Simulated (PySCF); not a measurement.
# Radial density of Co (cobalt, neutral)

UHF, [Ar] 3d9, 2D determinant (an excited configuration). Calculation: PySCF 2.14, in x2c-TZVPPall with one added diffuse shell each of s, p, d, f type (7s6p5d3f1g, 80 functions); scalar relativity by spin-free X2C-1e.

| r (bohr) | 4πr²ρ (e/bohr) | 4πr²(ρα − ρβ) |
| --- | --- | --- |
| 0.000956 | 0.2151 | 0.0000 |
| 0.00161 | 0.5433 | 0.0000 |
| 0.00270 | 1.359 | 0.0000 |
| 0.00455 | 3.282 | 0.0000 |
| 0.00765 | 7.438 | 0.0000 |
| 0.0129 | 15.14 | 0.0000 |
| 0.0217 | 25.77 | 0.0000 |
| 0.0364 | 32.65 | 0.0003 |
| 0.0613 | 28.41 | 0.0015 |
| 0.103 | 26.81 | 0.0102 |
| 0.173 | 36.60 | 0.0679 |
| 0.292 | 22.75 | 0.3347 |
| 0.490 | 15.49 | 0.8782 |
| 0.825 | 16.80 | 0.9688 |
| 1.39 | 5.458 | 0.4117 |
| 2.33 | 1.092 | 0.0406 |
| 3.92 | 0.1642 | -0.0186 |
| 6.60 | 0.01014 | -0.0034 |
| 11.1 | 0.0001501 | -0.0001 |

Densities and radii are taken from the X2C orbitals without a picture-change correction, which distorts them close to the nucleus.

Where is the radial spin density 4πr²(ρα − ρβ) most negative, and why is it negative at all?

Around r = 3.92 bohr, down to -0.0186 e/bohr: exchange with the open shell polarises the paired shells in an unrestricted calculation.
